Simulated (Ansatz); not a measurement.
Correlation energies of `O=C=[N][Zr]([OH])([OH])[OH]` by basis set

```
atom    x (Å)    y (Å)    z (Å)
  O1  -2.9349  -2.3010  -1.3129
  C2  -2.0666  -1.6208  -0.9264
  N3  -1.1765  -0.9235  -0.5303
 Zr4   0.3562   0.2792   0.1589
  O5   2.0133  -0.6610  -0.0423
  O6   0.3816   1.8939  -0.8719
  O7   0.0415   0.6779   2.0062
  H8   2.8999  -0.9374  -0.2526
  H9   0.3873   2.7955  -1.1779
 H10   0.0981   0.7972   2.9491
```

Charge 0, multiplicity 1. Correlated methods include outer-core shells of Zr, which these sets cover unevenly. Zr takes the def2 core potential. Geometry: relaxed with PBE0-D4/def2-TZVP. It is one conformer, not always the lowest. Frozen core, restricted reference, Ansatz.

| basis | HF (Eh) | MP2 corr. |
| --- | --- | --- |
| def2-SVP | -440.01672 | -1.26608 |
| def2-TZVPP | -440.51425 | -1.63483 |
| def2-QZVPP | -440.53637 | -1.78757 |

Task: Estimate the CCSD correlation energy and the (T) correction in each basis where they were run (hartree).

Result: 
| basis | CCSD corr. | (T) |
| --- | --- | --- |
| def2-SVP | -1.27118 | -0.04282 |
